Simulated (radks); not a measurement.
Results of a calculation; reference values are marked as such.
Species: S. Configuration: [Ne] 3s2 3p3 5s1 (not the ground configuration). Level of theory: scalar-relativistic Kohn-Sham, PBEsol, spin-polarised, spherical densities, finite nucleus; open shells are filled with parallel spins first; Fermi nuclear charge, rms radius 3.2611 fm (a radial shooting solver on a logarithmic mesh with Libxc functionals).

Normalised radial functions P(r) = r R(r), r in bohr:

r,2s down,2p down,3p down
0.01033,0.3035,0.0132,0.0038
0.01193,0.3409,0.0173,0.0050
0.01389,0.3836,0.0230,0.0066
0.01617,0.4292,0.0305,0.0088
0.01868,0.4744,0.0398,0.0115
0.02174,0.5233,0.0526,0.0152
0.02511,0.5691,0.0682,0.0197
0.02924,0.6150,0.0893,0.0258
0.03403,0.6554,0.1164,0.0336
0.03931,0.6852,0.1489,0.0430
0.04576,0.7035,0.1918,0.0553
0.05285,0.7035,0.2422,0.0698
0.06152,0.6796,0.3071,0.0884
0.07162,0.6250,0.3856,0.1108
0.08271,0.5397,0.4735,0.1357
0.09629,0.4096,0.5807,0.1658
0.1112,0.2463,0.6953,0.1976
0.1295,0.0325,0.8274,0.2335
0.1507,-0.2183,0.9664,0.2701
0.1741,-0.4795,1.0983,0.3028
0.2026,-0.7635,1.2288,0.3318
0.234,-1.0200,1.3338,0.3499
0.2724,-1.2523,1.4131,0.3538
0.3171,-1.4196,1.4483,0.3368
0.3663,-1.4989,1.4328,0.2968
0.4264,-1.4885,1.3611,0.2262
0.4964,-1.3832,1.2349,0.1257
0.5733,-1.2106,1.0740,0.0050
0.6674,-0.9785,0.8761,-0.1429
0.7708,-0.7425,0.6801,-0.2928
0.8973,-0.5090,0.4848,-0.4483
1.045,-0.3164,0.3184,-0.5860
1.206,-0.1822,0.1962,-0.6860
1.404,-0.0901,0.1061,-0.7475
1.622,-0.0406,0.0530,-0.7576
1.888,-0.0149,0.0222,-0.7175
2.198,-0.0046,0.0080,-0.6343
2.539,-0.0012,0.0025,-0.5293
2.955,-0.0002,0.0006,-0.4074
3.413,0.0000,0.0001,-0.2955
3.973,0.0000,0.0000,-0.1929
4.626,0.0000,0.0000,-0.1136
5.342,0.0000,0.0000,-0.0618
6.219,0.0000,0.0000,-0.0286
7.182,0.0000,0.0000,-0.0120
8.361,0.0000,0.0000,-0.0039
9.734,0.0000,0.0000,-0.0010
11.24,0.0000,0.0000,-0.0003
13.09,0.0000,0.0000,0.0000
15.11,0.0000,0.0000,0.0000
17.59,0.0000,0.0000,0.0000
20.48,0.0000,0.0000,0.0000
23.66,0.0000,0.0000,0.0000
27.54,0.0000,0.0000,0.0000
31.8,0.0000,0.0000,0.0000
37.03,0.0000,0.0000,0.0000

2s down: eigenvalue -219.61 eV, 1 radial node at r = 0.132 bohr, <r> = 0.479 bohr, 90 % of the charge inside 0.751 bohr. 2p down: eigenvalue -164.62 eV, 0 radial nodes, <r> = 0.442 bohr, 90 % of the charge inside 0.737 bohr. 3p down (empty): eigenvalue -11.957 eV, 1 radial node at r = 0.576 bohr, <r> = 1.94 bohr, 90 % of the charge inside 3.03 bohr.
